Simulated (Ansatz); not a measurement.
phenanthrenequinone, `O=C1C(=O)c2ccccc2-c2ccccc21`. The state is a singlet with charge 0. Geometry PBE-D4/def2-SVP.

```xyz
24

O    -2.399    2.534    0.582
C    -1.538    1.725    0.265
C    -0.749    1.936   -1.051
O    -1.000    2.907   -1.751
C     0.291    0.931   -1.402
C     1.009    1.127   -2.599
C     2.000    0.226   -2.993
C     2.276   -0.886   -2.177
C     1.567   -1.088   -0.987
C     0.560   -0.191   -0.567
C    -0.197   -0.394    0.691
C     0.045   -1.496    1.540
C    -0.676   -1.676    2.727
C    -1.668   -0.756    3.108
C    -1.925    0.342    2.284
C    -1.204    0.531    1.088
H     0.754    2.012   -3.200
H     2.558    0.383   -3.928
H     3.054   -1.607   -2.472
H     1.812   -1.968   -0.376
H     0.812   -2.238    1.277
H    -0.459   -2.548    3.363
H    -2.232   -0.899    4.041
H    -2.690    1.092    2.535
```

Problem. Estimate the orbital energies around the gap (eV) in Ansatz with PBE-D4/def2-SVP, PBE-D4/def2-TZVP, r2SCAN-D4/def2-TZVP, PBE0-D4/def2-SVP, PBE0-D4/def2-TZVP.

Solution. 
| orbital | PBE-D4/def2-SVP | PBE-D4/def2-TZVP | r2SCAN-D4/def2-TZVP | PBE0-D4/def2-SVP | PBE0-D4/def2-TZVP |
| --- | --- | --- | --- | --- | --- |
| HOMO−13 | -10.28 | -10.43 | -10.89 | -12.22 | -12.23 |
| HOMO−12 | -9.73 | -9.81 | -10.15 | -11.23 | -11.26 |
| HOMO−11 | -9.67 | -9.75 | -10.10 | -11.20 | -11.22 |
| HOMO−10 | -9.33 | -9.40 | -9.77 | -10.98 | -10.98 |
| HOMO−9 | -9.22 | -9.28 | -9.65 | -10.86 | -10.86 |
| HOMO−8 | -8.80 | -8.89 | -9.18 | -10.25 | -10.27 |
| HOMO−7 | -8.66 | -8.71 | -9.04 | -10.24 | -10.23 |
| HOMO−6 | -8.49 | -8.56 | -8.89 | -10.09 | -10.08 |
| HOMO−5 | -7.68 | -7.76 | -8.00 | -8.83 | -8.85 |
| HOMO−4 | -6.90 | -7.00 | -7.19 | -8.49 | -8.54 |
| HOMO−3 | -6.74 | -6.82 | -7.07 | -7.95 | -7.98 |
| HOMO−2 | -6.54 | -6.68 | -7.01 | -7.78 | -7.80 |
| HOMO−1 | -6.16 | -6.24 | -6.39 | -7.17 | -7.24 |
| HOMO | -5.44 | -5.60 | -5.90 | -7.08 | -7.10 |
| LUMO | -3.88 | -4.05 | -4.01 | -3.15 | -3.27 |
| LUMO+1 | -2.37 | -2.52 | -2.40 | -1.57 | -1.70 |
| LUMO+2 | -2.05 | -2.17 | -2.02 | -1.17 | -1.25 |
| LUMO+3 | -1.07 | -1.25 | -1.03 | -0.06 | -0.21 |
| LUMO+4 | -0.72 | -0.88 | -0.64 | 0.27 | 0.14 |
| LUMO+5 | 0.64 | 0.26 | 0.95 | 1.51 | 1.09 |
